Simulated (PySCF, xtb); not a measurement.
Hf(Cl)(SH)3 (ClH3HfS3), SMILES [SH][Hf]([SH])([SH])[Cl], multiplicity 1. The values are those of a single conformer.

Harmonic wavenumbers (cm⁻¹) from GFN2-xTB run with xtb at its own minimum, in rising order: 29, 63, 99, 112, 141, 214, 232, 280, 284, 292, 305, 308, 519, 534, 551, 2434, 2459, 2469.

Q: What does PBE-D3(BJ)/def2-SVP (PySCF) give at its own minimum? (Estimate from the structure and the level; the computed values follow.)

A: 78, 79, 84, 91, 94, 161, 167, 257, 322, 337, 345, 373, 431, 439, 497, 2574, 2596, 2599. Paired by order, the mean absolute difference is 62 cm⁻¹ and the zero-point energies are 16.2 and 16.5 kcal/mol.
